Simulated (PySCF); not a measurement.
Orbital energies, ionisation energy and electron affinity

Compound: ReO3Me, CH3O3Re (singlet state).
Geometry (PBE0-D3(BJ)/def2-SVP, Å), atoms numbered from 1 in this order:
```
atom  x, y, z in Å
Re1    0.4679    0.8167    0.3244
O2     0.3943    0.7610    2.0190
O3     2.0559    0.7074   -0.2634
O4    -0.3836    2.1327   -0.3258
C5    -0.5064   -0.8823   -0.3502
H6    -0.0206   -1.7714    0.0801
H7    -0.4470   -0.9202   -1.4488
H8    -1.5604   -0.8439   -0.0353
```

Level: wB97X-D/def2-SVPD (PySCF). Frontier orbitals with their largest atomic shares (Löwdin; up to four atoms above 4 %):

```json
{"orbital": "HOMO−3", "ε (eV)": "-11.97", "main atoms": "C5 21 %, O4 19 %, O3 19 %, O2 19 %"}
{"orbital": "HOMO−2", "ε (eV)": "-11.89", "main atoms": "O2 34 %, O3 28 %, O4 27 %, Re1 8 %"}
{"orbital": "HOMO−1", "ε (eV)": "-11.89", "main atoms": "O4 33 %, O3 31 %, O2 25 %, Re1 8 %"}
{"orbital": "HOMO", "ε (eV)": "-11.74", "main atoms": "?"}
{"orbital": "LUMO", "ε (eV)": "-1.29", "main atoms": "Re1 53 %, O2 18 %, O3 18 %, O4 5 %"}
{"orbital": "LUMO+1", "ε (eV)": "-1.28", "main atoms": "Re1 53 %, O4 22 %, O3 10 %, O2 9 %"}
{"orbital": "LUMO+2", "ε (eV)": "0.69", "main atoms": "Re1 42 %, C5 18 %, O2 10 %, O3 10 %"}
```

What vertical ionisation energy does ΔSCF give, and how far is −ε(HOMO) from it?

ΔSCF: 12.08 eV (1166 kJ/mol; threshold wavelength 102.6 nm); ⟨S²⟩ of the doublet left behind is 0.812, against 0.75 for a pure doublet. −ε(HOMO) is 11.74 eV, 0.34 eV below it. In exact Kohn–Sham theory the two would be equal; wB97X-D (range-separated hybrid) falls short of its own ΔSCF value by 3 %.

On which atoms does the HOMO lie?

O2 (oxygen bonded to Re) 32 %, O4 (oxygen bonded to Re) 31 %, O3 (oxygen bonded to Re) 31 %, Re1 (rhenium bonded to C and 3 O) 5 %, so no atom holds as much as 40 %. The HOMO−1 lies 0.15 eV lower.

And the vertical electron affinity, the fundamental gap, Mulliken's electronegativity and the hardness (with the factor ½)?

EA = 1.04 eV by ΔSCF (−ε(LUMO) = 1.29 eV). IE − EA = 11.04 eV against an orbital gap of 10.45 eV; (IE + EA)/2 = 6.56 eV; (IE − EA)/2 = 5.52 eV.

Shift the occupied levels rigidly so that −ε(HOMO) equals the ΔSCF value. What binding energies result?

The shift is +0.34 eV: HOMO 12.08, HOMO−1 12.23, HOMO−2 12.23, HOMO−3 12.31 eV. A rigid shift is only a rough guide to the deeper ionisations.

What kinetic energy would electrons from this vertical process carry with He I light (21.218 eV)?

21.22 − 12.08 = 9.14 eV.

How many of the 10 lowest singlet excitations (vertical TDDFT, same level) lie below the ionisation energy?

All 10; they run from 4.68 to 6.59 eV.

Isolated species at its PBE0-D3(BJ)/def2-SVP geometry, gas phase. Atoms past krypton carry effective core potentials; spin–orbit coupling is left out.

The run behind these numbers computed excited states and ΔSCF ions as well. On one thread of an x86-64 server, shared host, this took 83 s of wall time.
